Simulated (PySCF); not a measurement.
Electron affinity of Rb by level of theory

Rb⁻ [Kr] 5s2 (1S) → Rb [Kr] 5s1 (2S), as a difference of total energies. Calculation: PySCF 2.14, in x2c-TZVPPall with one added diffuse shell each of s, p, d, f type (9s7p7d3f1g, 95 functions); the spin-free X2C one-electron Hamiltonian (Gaussian nucleus). Correlated levels: valence and next inner shell: [Ar] 3d10 frozen. The calculations carry no spin-orbit coupling.

| method | electron affinity (eV) |
| --- | --- |
| UHF | -0.086 |
| MP2 (valence and next inner shell) | 0.335 |
| SCS-MP2 (valence and next inner shell) | 0.393 |
| CCSD (valence and next inner shell) | 0.438 |
| CCSD(T) (valence and next inner shell) | 0.475 |

Errors of the correlated levels include the incompleteness of this basis and the frozen core.

A negative affinity means that the anion lies above the atom at that level of theory.

The coupled-cluster amplitudes are large for Rb⁻ (T1 above 0.03 or a double amplitude above 0.15), so a single reference is strained.

For comparison: 0.486 eV (measured; photodetachment measurements, as compiled on the Wikipedia data page of electron affinities).
